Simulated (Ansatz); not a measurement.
Ansatz (an electronic-structure program) input:
A basis named .json is the Basis Set Exchange file of that set.

Ansatz 0.2 input:
```yaml
crystal:
  periodic: [false, false, false]
  atoms:
    - {symbol: C, position_ang: [-2.00734324, 1.01067767, 0.07301243]}
    - {symbol: C, position_ang: [-1.32378660, -0.15856325, 0.79041768]}
    - {symbol: Si, position_ang: [0.01417493, -1.00402605, -0.21865221]}
    - {symbol: N, position_ang: [1.21944040, 0.12927412, -0.70368181]}
    - {symbol: C, position_ang: [2.04926963, 0.87788931, 0.22798027]}
    - {symbol: H, position_ang: [-2.49453881, 0.67889324, -0.84659121]}
    - {symbol: H, position_ang: [-2.76928028, 1.47924285, 0.69974423]}
    - {symbol: H, position_ang: [-1.28295269, 1.77790237, -0.20510100]}
    - {symbol: H, position_ang: [-0.88617409, 0.18013966, 1.73563393]}
    - {symbol: H, position_ang: [-2.05779765, -0.92271594, 1.06845487]}
    - {symbol: H, position_ang: [-0.53548848, -1.56752673, -1.47734998]}
    - {symbol: H, position_ang: [0.54618798, -2.13030756, 0.60485672]}
    - {symbol: H, position_ang: [1.65031306, -0.00447064, -1.60471387]}
    - {symbol: H, position_ang: [2.92925739, 0.32233146, 0.57600546]}
    - {symbol: H, position_ang: [1.46305540, 1.14586190, 1.10914480]}
    - {symbol: H, position_ang: [2.39404762, 1.81207272, -0.22164267]}
basis:
  gaussian:
    orbitals: aug-cc-pV_T+d_Z.json
    fitting: {mean_field: def2-universal-jkfit, correlation: aug-cc-pVTZ-RIFIT.json}
magnetization: {spin_polarized: false}
correlation: {method: mp2, electrons: outside_noble_gas}
```

Question: Which total energy does the run end on?

Answer: -464.38637 Eh (RI-MP2/aug-cc-pV(T+d)Z). The basis has 492 functions.
